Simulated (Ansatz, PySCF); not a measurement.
V(O)(F)3 anion (F₃OV), SMILES [O]=[V]([F])([F])[F] (connectivity only; charge and spin as stated), charge -1, multiplicity 2. Atoms are numbered in the order given.

```xyz
5

V      0.1141    -0.0058    -0.0766
O      1.0566     0.6549    -1.1963
F      0.9429    -0.8868     1.2902
F     -1.2812    -1.0264    -0.6623
F     -0.7268     1.3733     0.7836
```
Charge -1, spin multiplicity 2.

Coordinates come from a r2SCAN-D4/def2-SVPD optimisation. The spin state was assumed, not searched. The isomer is the one that the SMILES or the coordinates give; other isomers of the formula were not compared.

Two levels are set side by side: PBE-D3(BJ)/def2-SVPD (Ansatz, an electronic-structure program) and r2SCAN-D4/def2-SVPD (Ansatz). Each level has its own optimised geometry; the coordinates shown are those of the second. Frequencies come from the Hessian of PySCF at each geometry. Differences are taken from unrounded values.

```tsv
quantity	r2SCAN-D4
mean bond length (Å)	1.772
bond V1–O2 (Å)	1.606
bond V1–F3 (Å)	1.825
bond V1–F4 (Å)	1.825
bond V1–F5 (Å)	1.830
highest harmonic wavenumber (cm⁻¹)	1021
mean harmonic wavenumber (cm⁻¹)	417
zero-point energy (kcal/mol)	5.36
```

What does PBE-D3(BJ) give, and how far is it from r2SCAN-D4? (Estimate from the structure and the level; the computed values follow.)


```tsv
quantity	PBE-D3(BJ)	PBE-D3(BJ) minus r2SCAN-D4
mean bond length (Å)	1.785	0.013
bond V1–O2 (Å)	1.615	0.009
bond V1–F3 (Å)	1.839	0.014
bond V1–F4 (Å)	1.839	0.014
bond V1–F5 (Å)	1.845	0.015
highest harmonic wavenumber (cm⁻¹)	988	-33
mean harmonic wavenumber (cm⁻¹)	397	-20
zero-point energy (kcal/mol)	5.11	-0.25
```
